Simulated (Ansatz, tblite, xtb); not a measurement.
A ladder of methods for Si2H4Cl2O (SMILES [SiH3]O[SiH](Cl)Cl)

The species is Si2H4Cl2O (9 atoms), meant as a singlet with charge 0. As SMILES, `[SiH3]O[SiH](Cl)Cl`. The coordinates come from a PBE0-D4/def2-TZVP relaxation. This is one conformer, not always the lowest.

| atom | x (Å) | y (Å) | z (Å) |
| --- | --- | --- | --- |
| Si | -1.4997 | -0.5232 | 0.0200 |
| O | -0.2196 | 0.5005 | -0.1597 |
| Si | 1.3760 | 0.6802 | -0.0868 |
| Cl | 2.0289 | 0.3613 | 1.8180 |
| Cl | 2.2875 | -0.6689 | -1.3145 |
| H | -2.7284 | 0.2618 | -0.2380 |
| H | -1.5149 | -1.0622 | 1.4016 |
| H | -1.3854 | -1.6345 | -0.9552 |
| H | 1.7442 | 2.0389 | -0.5028 |

Quantity: the dipole moment, in D. The values are calculated.

```
                             level            kind  program  value (D)   CPU time
                          GFN1-xTB  semi-empirical   tblite       1.10  under 2 s
                          GFN2-xTB  semi-empirical   tblite       2.03  under 2 s
                         IPEA1-xTB  semi-empirical   tblite       2.02  under 2 s
                          GFN0-xTB  semi-empirical      xtb       1.09  under 2 s
                         HF/STO-3G    Hartree–Fock   Ansatz       3.05      4.7 s
                          HF/3-21G    Hartree–Fock   Ansatz       2.41      7.6 s
                       HF/def2-SVP    Hartree–Fock   Ansatz       1.35       17 s
                        HF/cc-pVTZ    Hartree–Fock   Ansatz       1.29    1.9 min
B3LYP/6-31G* (spherical functions)   global hybrid   Ansatz       1.59       34 s
B3LYP/6-31G* (Cartesian functions)   global hybrid   Ansatz       1.58       36 s
```

The values span 1.09 to 3.05 D. Sets without polarisation functions give poor dipoles. Without the sets that lack polarisation functions the rows with a basis span only 1.29 to 1.59 D. CPU times are rough (shared hosts, several kinds of processor): they show what a rung costs within a factor of a few.
